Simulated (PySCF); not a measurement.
A side-by-side comparison of computed properties.

First species: C4H12GeOSi.
SMILES: `C[C]1([GeH2][O][SiH3])CC1`

Second species: C6H11BO3.
InChI=1S/C6H11BO3/c1-5(2)10-6-3-8-7-9-4-6/h3-5H,7H2,1-2H3

Levels: CAM-B3LYP/def2-SVPD for dipole moment, HOMO energy, LUMO energy, HOMO–LUMO gap, static isotropic polarisability and electronic spatial extent ⟨r²⟩ about the centre of nuclear charge; TDDFT CAM-B3LYP/def2-SVPD for lowest singlet excitation; TDA CAM-B3LYP/def2-SVPD for lowest triplet excitation (Tamm–Dancoff); ΔSCF CAM-B3LYP/def2-SVPD for vertical ionisation energy; PBE0-D3(BJ)/def2-SVP for rotational constant A and rotational constant C. Geometries: PBE0-D3(BJ)/def2-SVP. All species are isolated and taken at one optimised geometry, non-relativistic unless stated; the electronic structure was computed with PySCF and density fitting.

The conformers computed, where there is a choice (atom-mapped SMILES and torsion angles):
- `[CH3:1][C:2]1([GeH2:3][O:4][SiH3:5])[CH2:6][CH2:7]1`: C1–C2–Ge3–O4 67°, C2–Ge3–O4–Si5 40°
- `[CH3:1][CH:2]([CH3:3])[O:4][C:5]1=[CH:6][O:7][BH2-:8][O+:9]=[CH:10]1`: C1–C2–O4–C5 166°, C2–O4–C5–C6 -93°

Question: Which has the higher static isotropic polarisability?

Answer: The first: 103.8 au against 98.0 au, a difference of 5.8 au.

Question: Which has the higher dipole moment?

Answer: The second: 4.64 D against 1.92 D, a difference of 2.72 D.

Question: Which of the two has the higher vertical ionisation energy, and by how much?

Answer: The first: 9.80 eV against 9.05 eV, a difference of 0.75 eV.

Question: Which of the two has the higher HOMO–LUMO gap, and by how much?

Answer: The first: 10.06 eV against 7.01 eV, a difference of 3.05 eV.

Question: Which has the higher T1 energy?

Answer: The first: 6.59 eV against 2.50 eV, a difference of 4.09 eV.

Question: Which has the higher S1 energy?

Answer: The first: 6.90 eV against 3.80 eV, a difference of 3.10 eV.

Question: Which has the higher rotational constant C?

Answer: The first: 0.882 GHz against 0.699 GHz, a difference of 0.183 GHz.

Question: Which has the higher HOMO energy?

Answer: The second: -8.36 eV against -9.18 eV, a difference of 0.82 eV.

On the first: In atomic units the dipole is 0.75 e·bohr (1 au = 2.5417 D). The vertical singlet–triplet gap S1 − T1 is 0.31 eV (TDDFT singlet less Tamm–Dancoff triplet; S1: HOMO→LUMO, weight 0.79; T1: HOMO→LUMO, weight 0.65). Relativistic effects, spin–orbit coupling among them, are left out although an element past zinc is present.

On the second: A dipole of 4.64 D is allowed in C1, and pure rotational transitions are dipole-allowed. The polarisability is 14.52 Å³ as a volume (1 au = 0.148185 Å³), or 1.29 au for each of the 76 electrons.
